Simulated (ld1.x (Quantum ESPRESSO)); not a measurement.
## LDA (PZ) TM dataset for calcium, scalar-relativistic all-electron reference.

Ca (Z = 20), norm-conserving Troullier–Martins (Kleinman–Bylander form), made with ld1.x (Quantum ESPRESSO) 7.5 (LDA (PZ), scalar-relativistic). Core [Ne], reference 3s2 3p6 3d0 4s2 4p0. Waves: 3s (bound): rc 1.50 bohr; 3p (bound): rc 1.80 bohr; 3d (bound, empty): rc 3.05 bohr. Local part: the d channel. Core correction: Bessel-smoothed model core inside 1.05 bohr.

Occupied shells without a wave of their own: 4s. They enter only through the test configuration that unscreens the potential, and ld1.x also counts them in the model core charge.

All-electron outer shells of the reference configuration (LDA (PZ), scalar-relativistic, ld1.x):

```
shell  level (eV)  outermost node (bohr)  outermost maximum (bohr)
   2s     -413.12                   0.10                      0.30
   2p     -334.59                      –                      0.25
   3s      -46.82                   0.45                      0.99
   3p      -27.98                   0.42                      1.04
   4s       -3.87                   1.43                      3.33
   3d       -2.13                      –                      1.29
   4p       -1.44                   1.63                      4.39
```

Problem. Does the generator finish with these settings?

Solution. Yes, a potential is produced.

Problem. Estimate the cutoffs (Ry, on a coarse ladder) from which the occupation-weighted sum of valence levels, in a spherical-Bessel basis at the reference potential, stays within 10 and 1 mRy of its value at 400 Ry.

Solution. 50 Ry and 80 Ry.

Problem. What does a ghost test show?

Solution. No extra level below or beside the all-electron valence levels (s, p, d, f tested).

Problem. Which valence shell sets the plane-wave cutoff?

Solution. 3s: its level needs 70 Ry to come within 1 mRy, against 35 Ry for 4s.

Problem. Tests: 3s2 3p6 3d0 4s1 4p0; 3s2 3p6 3d0 4s0 4p0; 3s2 3p6 3d0 4s1.5 4p0; 3s1 3p6 3d0 4s2 4p0; 3s2 3p6 3d0 4s1 4p1; 3s2 3p5 3d0 4s2 4p0; 3s2 3p6 3d0 4s0 4p1. Which has the largest error in its energy relative to the reference configuration, and how large is it?

Solution. 3s2 3p6 3d0 4s0 4p0, with -2594 meV (all-electron minus pseudo) on +18.41 eV.

ld1.x takes every shell without a wave as core, so the model core holds the 4s electrons as well and exchange and correlation see them twice. This cancels in the reference configuration, but the file is broken for other ones, and its errors say nothing about a proper core correction.
